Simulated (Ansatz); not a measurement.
The multiplicity is imposed and other spin states were not computed.

Species: [Ta(F)4(CH3)] (charge 0, multiplicity 1).

Task: Give a relaxed geometry from Ansatz (a program for electronic structure) with PBE-D3(BJ)/def2-SVP.

Result: the end point of this relaxation.
Cartesian coordinates (Å) in one orientation:
```xyz
9

Ta     0.041     0.009    -0.011
F     -1.473     0.701    -0.885
F     -0.066    -1.537    -1.113
F      0.091     1.570     1.071
F      0.265    -1.070     1.509
C      1.886     0.556    -0.940
H      1.633     1.103    -1.876
H      2.474    -0.344    -1.212
H      2.485     1.226    -0.292
```
